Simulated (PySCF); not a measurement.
SMILES CCO[Si](C)([O])OCC, doublet at its GFN2-xTB optimised geometry (Å):

```
22

C     -2.7233    -1.0814    -0.4236
C     -1.5667    -1.1369    -1.4115
O     -0.3276    -0.8756    -0.8155
Si     0.1129     0.4740     0.0000
C     -0.0937    -0.1607     1.9237
O     -0.6712     1.7854     0.0000
O      1.7405     0.4740     0.0000
C      2.6604    -0.3408    -0.6648
C      2.5390    -0.2421    -2.1776
H     -3.6510    -1.3339    -0.9293
H     -2.5582    -1.7854     0.3885
H     -2.7976    -0.0772    -0.0165
H     -1.7397    -0.4061    -2.2098
H     -1.4900    -2.1380    -1.8519
H     -1.1389    -0.0622     2.1593
H      0.2554    -1.1799     1.9484
H      0.5222     0.5121     2.4940
H      3.6510    -0.0047    -0.3352
H      2.5288    -1.3847    -0.3524
H      2.6369     0.7950    -2.4873
H      3.3141    -0.8368    -2.6537
H      1.5639    -0.6055    -2.4905
```

Calculation: PySCF with unrestricted PBE0/def2-SVP.

Map of the spin density (e/bohr³) on the plane z = 1.2 Å:

```
|                               |
|                               |
|                               |
|                               |
|                               |
|                               |
|                               |
|                               |
|                               |
|                               |
|                               |
|                               |
|                               |
|                               |
|              -=-.             |
|             .*@+.             |
|             .=*-.             |
|              ..               |
|                               |
|                               |
|                               |
|                               |
|                               |
|                               |
|                               |
|                               |
|                               |
|                               |
|                               |
|                               |
|                               |
```
Scale: ten equal steps from -0.002 (start of ' ') to 0.044 (end of '@'), in the order ' .:-=+*#%@'; x runs from -6.00 to 6.00, y from -6.00 (bottom) to 6.00 (top).
